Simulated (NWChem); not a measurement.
Molecule: GeHSBr, singlet; SMILES [SH][Ge][Br]

```xyz
4

Ge     0.8163    -0.6192     0.0000
Br    -0.2593     1.4706     0.0000
S     -1.0518    -1.8503     0.0000
H     -0.3706    -3.0210     0.0000
```
Atoms are numbered in this order, from 1.

Level: PBE0/def2-SVP (NWChem), optimised geometry, unscaled harmonic frequencies. Low-valent species are run as closed-shell singlets; no triplet was tried in these runs. This build's default masses of Se (78.918 u) and Br (79.917 u) are each other's, which moves their modes by up to 0.6 %.

```
frequency (cm⁻¹)  IR intensity (km/mol)
----------------  ---------------------
122                                 0.6
288                                46.0
378                                14.7
393                                44.9
717                                 9.1
2691                                0.4
```

- zero-point energy = 6.6 kcal/mol
- thermal correction to the enthalpy at 298.15 K (with zero-point energy) = 10.1 kcal/mol
- heat capacity Cv = 13.4 cal/(mol K)
- entropy at 298.15 K and 1 atm (symmetry number 1) = 76.2 cal/(mol K)
- dipole moment = 2.57 D

Rigid rotor and harmonic oscillator.
